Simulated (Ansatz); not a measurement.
Born–Oppenheimer molecular dynamics of ClF₆HW (9 atoms, charge 0, multiplicity 1). It starts at the highest image of a converged band, a first-order saddle point between two minima.

Method: RKS LDA/def2-SVP in Ansatz 0.2.0.

```
ensemble                      : NVE (velocity Verlet)
time step                     : 0.5 fs
steps asked                   : 200
starting velocities drawn for : 300 K
seed                          : 7002
```

First frame:

```xyz
9
Properties=species:S:1:pos:R:3
W 0.264 0.261 -0.140
F -0.005 -0.239 2.355
F 1.912 0.015 -0.939
F 0.117 1.752 -1.224
F -1.408 0.656 0.525
F 0.447 -1.497 0.377
F -0.565 -0.501 -1.605
Cl 1.400 1.760 1.271
H 0.480 0.546 2.617
```

(1) How far do the bonds stretch over the last three quarters of this one trajectory? (Pairs bonded in most of those frames.)

Results:

(1) 
```tsv
bond	mean (Å)	spread (Å)	shortest	longest
W1–F3	1.850	0.017	1.82	1.87
W1–F4	1.858	0.022	1.82	1.89
W1–F5	1.838	0.020	1.81	1.87
W1–F6	1.838	0.027	1.80	1.89
W1–F7	1.845	0.022	1.82	1.88
W1–Cl8	2.337	0.029	2.26	2.36
F2–H9	0.949	0.006	0.93	0.96
```

Mean temperature of the second half: 164 K. The conserved energy stayed within 0.018 meV per atom of its start (net change 0.013 meV per atom), so the integration is sound. A run of 0.1 ps of so small a system gives no equilibrium averages. The orbitals stay closed-shell, which can raise the energy where a bond breaks towards radicals; this wasn't checked here.

Time of the run: 2.8 min on 4 threads of Intel(R) Xeon(R) Platinum 8488C (Sapphire Rapids), on a shared host, peak memory 0.22 GiB.
